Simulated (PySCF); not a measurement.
# Low-lying terms of S⁴⁺ (sulfur, charge +4)

Ground state [Ne] 3s2, ¹S. All numbers are calculated (PySCF 2.14, the non-relativistic Hamiltonian (point nucleus), in aug-cc-pV(T+d)Z). Vertical excitation energies in eV without spin-orbit coupling; excited terms of each kind are numbered among those the solver found. Frozen: [He] 2s2.

```tsv
term	leading excitation	EOM-EE-CCSD
1 3P°	3s → p	10.326
1 1P°	3s → p	15.807
1 3D	3s → d	29.316
1 1D	3s → d	33.973
1 3S	3s → s	38.525
1 1S	3s → s	39.630
2 3P°	3s → p	43.218
2 1P°	3s → p	43.254
2 3D	3s → d	49.124
2 1D	3s → d	49.362
1 3F°	3s → f	52.020
1 1F°	3s → f	53.401
```

Doubly excited terms such as np² are absent. The solver can miss terms.
